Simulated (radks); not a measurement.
Polarisability of neutral zinc, [Ar] 3d10 4s2, at imaginary frequency. Calculated with a radial shooting solver on a logarithmic mesh with Libxc functionals: non-relativistic Kohn-Sham, PBE, spin-polarised, spherical densities, point nucleus. Response by self-consistent Sternheimer equations with the Hartree and adiabatic LDA kernel.

w (hartree)  alpha1(iw) (bohr^3)  alpha2(iw) (bohr^5)
0.00266                    40.44                357.9
0.0143                     40.27                357.1
0.0360                     39.37                352.5
0.0697                     36.74                338.5
0.118                      31.53                307.7
0.186                      24.25                256.6
0.280                      16.81                191.7
0.413                      10.84                127.8
0.605                      6.707                76.80
0.892                      4.058                42.16
1.35                       2.394                21.20
2.12                       1.340                9.637
3.59                      0.6677                3.788
6.94                      0.2599                1.154
17.5                     0.05815               0.2036

Static values: alpha1 = 40.44 bohr^3 (5.993 angstrom^3; uncoupled 71.19), alpha2 = 357.9 bohr^5, alpha3 = 5856 bohr^7. C6 = 297.2, C8 = 14680, triple-dipole C9 = 8560 atomic units. One-pole (London) frequency 4 C6 / (3 alpha1^2) = 0.242 hartree, against 0.214 for minus the highest occupied eigenvalue. Recommended static value: 38.67 bohr^3 (Schwerdtfeger and Nagle, 2023 table).
